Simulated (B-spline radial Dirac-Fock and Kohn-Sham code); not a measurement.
**X-ray emission lines of Re⁸⁺**

System: the Re⁸⁺ ion, configuration [Kr] 4d10 4f14 5s2 5p5.

The computed values come from an atomic code on a B-spline grid: Dirac-Fock (average of configuration) total-energy differences with a finite nucleus, the Breit interaction including its frequency dependence, and self-energy and vacuum-polarisation corrections. A line energy is the difference of two single-hole energies; the list is a selection of electric-dipole transitions between resolved j subshells. Electron correlation is not included.

| line | energy (keV) | wavelength (Å) |
| --- | --- | --- |
| K-N2 | 71.151 | 0.17426 |
| K-M3 | 69.302 | 0.17890 |
| K-M2 | 68.989 | 0.17971 |
| K-L3 | 61.137 | 0.20280 |
| K-L2 | 59.714 | 0.20763 |
| L1-N2 | 12.013 | 1.0321 |
| L2-N4 | 11.686 | 1.0610 |
| L2-N1 | 11.331 | 1.0942 |
| L3-O1 | 10.461 | 1.1852 |
| L3-N5 | 10.276 | 1.2066 |
| L3-N4 | 10.262 | 1.2082 |
| L1-M3 | 10.165 | 1.2198 |
| L2-M4 | 10.010 | 1.2385 |
| L3-N1 | 9.9071 | 1.2515 |
| L1-M2 | 9.8516 | 1.2585 |
| L2-M1 | 9.0213 | 1.3744 |
| L3-M5 | 8.6536 | 1.4327 |
| L3-M4 | 8.5870 | 1.4439 |
| L3-M1 | 7.5977 | 1.6319 |
| M3-N5 | 2.1105 | 5.8746 |
| M4-N6 | 1.9114 | 6.4867 |
| M5-N7 | 1.8472 | 6.7122 |
| M5-N6 | 1.8447 | 6.7209 |
| M4-N2 | 1.4269 | 8.6892 |
